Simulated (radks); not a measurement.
Neutral arsenic, [Ar] 3d10 4s2 4p3. Calculated with a radial shooting solver on a logarithmic mesh with Libxc functionals: non-relativistic Kohn-Sham, r2SCAN, spin-polarised, spherical densities, point nucleus; meta-GGA in the generalised Kohn-Sham scheme. Every spin shell is full or empty, so the densities are truly spherical. Functionals are evaluated on that one density, not self-consistently. Rank these orbital-free kinetic functionals by their error against the exact value of the orbitals, and give that value: Thomas-Fermi, TF + vW/5, LC94, revAPBEK, Perdew 92, Thakkar, DePristo-Kress, Ernzerhof.

Answer. Exact: 2234.47 hartree. From best to worst, with 100 (|E| - |E exact|)/|E exact| (equal figures are ties): LC94 0.00, DePristo-Kress -0.10, revAPBEK +0.31, Ernzerhof -0.40, Thakkar -0.48, Perdew 92 -0.75, TF + vW/5 +3.49, Thomas-Fermi -6.07.
